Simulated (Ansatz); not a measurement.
Basis-set series for ClFGeH4Si (`[F][GeH2][SiH2]Cl`). Total charge 0; spin multiplicity 1. Geometry: relaxed with PBE0-D4/def2-TZVP. It is one conformer, not always the lowest.

```json
{"functional": "PBE0-D4", "basis": "def2-SVP", "functions": "102", "energy (Eh)": "-2927.81228", "HOMO (eV)": "-8.24", "LUMO (eV)": "-0.73"}
{"functional": "PBE0-D4", "basis": "def2-QZVPP", "functions": "406", "energy (Eh)": "-2928.54128", "HOMO (eV)": "-8.35", "LUMO (eV)": "-1.06"}
{"functional": "ωB97M-V", "basis": "def2-SVP", "functions": "102", "energy (Eh)": "-2928.24375", "HOMO (eV)": "-10.25", "LUMO (eV)": "1.22"}
{"functional": "ωB97M-V", "basis": "def2-QZVPP", "functions": "406", "energy (Eh)": "-2928.97139", "HOMO (eV)": "-10.40", "LUMO (eV)": "0.67"}
```

(1) Give the rows for def2-TZVPP. (An estimate is asked.)

Answers

(1) Computed: 
```tsv
functional	basis	functions	energy (Eh)	HOMO (eV)	LUMO (eV)
PBE0-D4	def2-TZVPP	219	-2928.46673	-8.32	-0.94
ωB97M-V	def2-TZVPP	219	-2928.89952	-10.37	0.92
```

Positive LUMOs are unbound and depend on the basis. Scalar relativity is left out up to krypton.
